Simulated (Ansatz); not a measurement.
Ansatz (an electronic-structure program) input (B3LYP-D3(BJ)/def2-TZVP):

Ansatz 0.2 input:
```yaml
crystal:
  periodic: [false, false, false]
  atoms:
    - {symbol: B, position_ang: [-0.00000000, -0.00000000, -1.23654853]}
    - {symbol: Cl, position_ang: [0.00000000, 0.00000000, 0.36369074]}
basis:
  gaussian:
    orbitals: def2-TZVP
hamiltonian:
  xc: b3lyp
  dispersion: d3bj
total_charge: 1
magnetization: {spin_polarized: true, initial_magnetization: 1}
phonons: {temperatures: {t_min: 298.15, t_max: 298.15, t_step: 100}}
```

Output:

```
Functional definition: B3LYP
integrals: 0.01 GiB planned
432 factors; their error is unknown
mean field: 0.17 GiB planned
mean field evaluation 1: about -13185.0981 eV, gradient 2.6e1 eV
mean field evaluation 2: about -13179.6271 eV, gradient 4.3e1 eV
mean field evaluation 4: about -13188.2151 eV, gradient 1.9e0 eV
mean field evaluation 8: about -13188.2628 eV, gradient 1.4e-2 eV
mean field -13188.26282031 eV, -484.6597193210 hartree, gradient 2.4e-5 eV, S^2 0.755123; 0 other end points of the search recorded, 0 dependent functions left out
the calculation of the forces begins
reference -13188.26300001 eV, -484.6597259247 hartree; 11, 10 occupied and 57, 58 virtual orbitals, 432 factors
these checks for a lower state are left out or cut short: stability, starts, cluster_reference, orbital_swaps, neighbouring_geometries, increment
integrals: 0.01 GiB planned
432 factors; their error is unknown
mean field: 0.17 GiB planned
mean field evaluation 16: about -13188.2331 eV, gradient 7.6e-2 eV
mean field -13188.26282032 eV, -484.6597193210 hartree, gradient 4.8e-7 eV, S^2 0.755123; 0 other end points of the search recorded, 0 dependent functions left out
the calculation of the forces begins
reference -13188.26300001 eV, -484.6597259247 hartree; 11, 10 occupied and 57, 58 virtual orbitals, 432 factors
these checks for a lower state are left out or cut short: stability, starts, cluster_reference, orbital_swaps, neighbouring_geometries, increment
integrals: 0.01 GiB planned
432 factors; their error is unknown
mean field: 0.17 GiB planned
mean field -13188.26282032 eV, -484.6597193210 hartree, gradient 4.8e-7 eV, S^2 0.755123; 0 other end points of the search recorded, 0 dependent functions left out
the calculation of the forces begins
reference -13188.26300001 eV, -484.6597259247 hartree; 11, 10 occupied and 57, 58 virtual orbitals, 432 factors
these checks for a lower state are left out or cut short: stability, starts, cluster_reference, orbital_swaps, neighbouring_geometries, increment
integrals: 0.01 GiB planned
432 factors; their error is unknown
mean field: 0.17 GiB planned
mean field evaluation 32: about -13188.2628 eV, gradient 3.2e-5 eV
mean field -13188.26282032 eV, -484.6597193210 hartree, gradient 4.8e-7 eV, S^2 0.755123; 0 other end points of the search recorded, 0 dependent functions left out
the calculation of the forces begins
reference -13188.26300001 eV, -484.6597259247 hartree; 11, 10 occupied and 57, 58 virtual orbitals, 432 factors
these checks for a lower state are left out or cut short: stability, starts, cluster_reference, orbital_swaps, neighbouring_geometries, increment
integrals: 0.01 GiB planned
432 factors; their error is unknown
mean field: 0.17 GiB planned
mean field -13188.26282032 eV, -484.6597193210 hartree, gradient 4.8e-7 eV, S^2 0.755123; 0 other end points of the search recorded, 0 dependent functions left out
the calculation of the forces begins
reference -13188.26300001 eV, -484.6597259247 hartree; 11, 10 occupied and 57, 58 virtual orbitals, 432 factors
these checks for a lower state are left out or cut short: stability, starts, cluster_reference, orbital_swaps, neighbouring_geometries, increment
integrals: 0.01 GiB planned
432 factors; their error is unknown
mean field: 0.17 GiB planned
mean field -13188.26269455 eV, -484.6597146990 hartree, gradient 1.8e-6 eV, S^2 0.755108; 0 other end points of the search recorded, 0 dependent functions left out
the calculation of the forces begins
reference -13188.26287417 eV, -484.6597213000 hartree; 11, 10 occupied and 57, 58 virtual orbitals, 432 factors
these checks for a lower state are left out or cut short: stability, starts, cluster_reference, orbital_swaps, neighbouring_geometries, increment
integrals: 0.01 GiB planned
432 factors; their error is unknown
mean field: 0.17 GiB planned
mean field -13188.26269887 eV, -484.6597148580 hartree, gradient 1.7e-6 eV, S^2 0.755138; 0 other end points of the search recorded, 0 dependent functions left out
the calculation of the forces begins
reference -13188.26287864 eV, -484.6597214645 hartree; 11, 10 occupied and 57, 58 virtual orbitals, 432 factors
these checks for a lower state are left out or cut short: stability, starts, cluster_reference, orbital_swaps, neighbouring_geometries, increment
integrals: 0.01 GiB planned
432 factors; their error is unknown
mean field: 0.17 GiB planned
mean field evaluation 64: about -13188.2628 eV, gradient 4.8e-7 eV
mean field -13188.26282032 eV, -484.6597193210 hartree, gradient 4.8e-7 eV, S^2 0.755123; 0 other end points of the search recorded, 0 dependent functions left out
the calculation of the forces begins
reference -13188.26300001 eV, -484.6597259247 hartree; 11, 10 occupied and 57, 58 virtual orbitals, 432 factors
these checks for a lower state are left out or cut short: stability, starts, cluster_reference, orbital_swaps, neighbouring_geometries, increment
integrals: 0.01 GiB planned
432 factors; their error is unknown
mean field: 0.17 GiB planned
mean field -13188.26282032 eV, -484.6597193210 hartree, gradient 4.8e-7 eV, S^2 0.755123; 0 other end points of the search recorded, 0 dependent functions left out
the calculation of the forces begins
reference -13188.26300001 eV, -484.6597259247 hartree; 11, 10 occupied and 57, 58 virtual orbitals, 432 factors
these checks for a lower state are left out or cut short: stability, starts, cluster_reference, orbital_swaps, neighbouring_geometries, increment
integrals: 0.01 GiB planned
432 factors; their error is unknown
mean field: 0.17 GiB planned
mean field -13188.26282032 eV, -484.6597193210 hartree, gradient 4.8e-7 eV, S^2 0.755123; 0 other end points of the search recorded, 0 dependent functions left out
the calculation of the forces begins
reference -13188.26300001 eV, -484.6597259247 hartree; 11, 10 occupied and 57, 58 virtual orbitals, 432 factors
these checks for a lower state are left out or cut short: stability, starts, cluster_reference, orbital_swaps, neighbouring_geometries, increment
integrals: 0.01 GiB planned
432 factors; their error is unknown
mean field: 0.17 GiB planned
mean field -13188.26282032 eV, -484.6597193210 hartree, gradient 4.8e-7 eV, S^2 0.755123; 0 other end points of the search recorded, 0 dependent functions left out
the calculation of the forces begins
reference -13188.26300001 eV, -484.6597259247 hartree; 11, 10 occupied and 57, 58 virtual orbitals, 432 factors
these checks for a lower state are left out or cut short: stability, starts, cluster_reference, orbital_swaps, neighbouring_geometries, increment
integrals: 0.01 GiB planned
432 factors; their error is unknown
mean field: 0.17 GiB planned
mean field -13188.26269887 eV, -484.6597148580 hartree, gradient 1.7e-6 eV, S^2 0.755138; 0 other end points of the search recorded, 0 dependent functions left out
the calculation of the forces begins
reference -13188.26287864 eV, -484.6597214645 hartree; 11, 10 occupied and 57, 58 virtual orbitals, 432 factors
these checks for a lower state are left out or cut short: stability, starts, cluster_reference, orbital_swaps, neighbouring_geometries, increment
integrals: 0.01 GiB planned
432 factors; their error is unknown
mean field: 0.17 GiB planned
mean field evaluation 96: about -13188.2627 eV, gradient 6.8e-5 eV
mean field -13188.26269455 eV, -484.6597146990 hartree, gradient 1.8e-6 eV, S^2 0.755108; 0 other end points of the search recorded, 0 dependent functions left out
the calculation of the forces begins
reference -13188.26287417 eV, -484.6597213000 hartree; 11, 10 occupied and 57, 58 virtual orbitals, 432 factors
Total energy: -13188.31376095 eV, -484.6615913549 hartree
Atom 0 at    -0.000000    -0.000000    -1.236549 Å, force     0.000000     0.000000     0.000008 eV/Å
Atom 1 at     0.000000     0.000000     0.363691 Å, force    -0.000000    -0.000000    -0.000008 eV/Å
Dipole moment:     0.000000     0.000000    -0.584143 e Å
Vibrations: 1139.51 cm⁻¹, zero-point energy 0.070640 eV
```
